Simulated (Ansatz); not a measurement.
Consider the redistribution: `C=CN[SiH3]` + `[BH2][Sb]([CH3])[CH3]` → `[CH3][Sb]([CH3])[SiH3]` + `BNC=C`.

Isolated molecules relaxed with PBE0-D4/def2-TZVP in Ansatz; ΔE leaves out vibrations. CCSD(T)/CBS adds triple-zeta CCSD(T) − MP2 to the extrapolated MP2 energy (def2 sets, frozen cores). This one scheme is used for every species. DFT in def2-TZVPP. B3LYP here is the variant with VWN-RPA as its local correlation; programs differ in this. def2 core potentials past Kr. For Sb outer-core shells are correlated without core-valence functions, which leaves a few kJ/mol of doubt a bond. Each species was taken in one conformer, which may not be the lowest.

```json
{"level": "r2SCAN-D4", "ΔE (kJ/mol)": "-138.2", "difference from CCSD(T)/CBS": "-4.5"}
{"level": "PBE0-D4", "ΔE (kJ/mol)": "-142.5", "difference from CCSD(T)/CBS": "-8.8"}
{"level": "B3LYP-D4", "ΔE (kJ/mol)": "-139.7", "difference from CCSD(T)/CBS": "-6.0"}
{"level": "ωB97X-V", "ΔE (kJ/mol)": "-133.4", "difference from CCSD(T)/CBS": "0.3"}
{"level": "ωB97M-V", "ΔE (kJ/mol)": "-136.5", "difference from CCSD(T)/CBS": "-2.8"}
{"level": "B2PLYP", "ΔE (kJ/mol)": "-134.5", "difference from CCSD(T)/CBS": "-0.8"}
{"level": "PBE", "ΔE (kJ/mol)": "-144.4", "difference from CCSD(T)/CBS": "-10.7"}
{"level": "PBE0", "ΔE (kJ/mol)": "-141.2", "difference from CCSD(T)/CBS": "-7.5"}
{"level": "B3LYP", "ΔE (kJ/mol)": "-137.4", "difference from CCSD(T)/CBS": "-3.7"}
{"level": "CCSD/def2-TZVPP", "ΔE (kJ/mol)": "-129.4", "difference from CCSD(T)/CBS": "4.3"}
{"level": "CCSD(T)/def2-TZVPP", "ΔE (kJ/mol)": "-131.7", "difference from CCSD(T)/CBS": "2.0"}
{"level": "HF/def2-QZVPP", "ΔE (kJ/mol)": "-119.9", "difference from CCSD(T)/CBS": "13.8"}
{"level": "SCS-MP2/def2-QZVPP", "ΔE (kJ/mol)": "-129.1", "difference from CCSD(T)/CBS": "4.6"}
{"level": "HF/CBS(def2)", "ΔE (kJ/mol)": "-119.7", "difference from CCSD(T)/CBS": "14.0"}
{"level": "MP2/CBS(def2)", "ΔE (kJ/mol)": "-133.6", "difference from CCSD(T)/CBS": "0.1"}
{"level": "CCSD/CBS(def2)", "ΔE (kJ/mol)": "-131.4", "difference from CCSD(T)/CBS": "2.3"}
{"level": "CCSD(T)/CBS", "ΔE (kJ/mol)": "-133.7", "difference from CCSD(T)/CBS": "0"}
```

Largest T1 diagnostic among the species: 0.014.

In def2-TZVPP, CCSD(T) changes the Hartree–Fock value by −10.8 kJ/mol (the triples alone add −2.2 kJ/mol) and MP2 by −10.7 kJ/mol. From PBE to PBE0 (25 % exact exchange), in def2-TZVPP and without D4, ΔE moves by +3.2 kJ/mol.
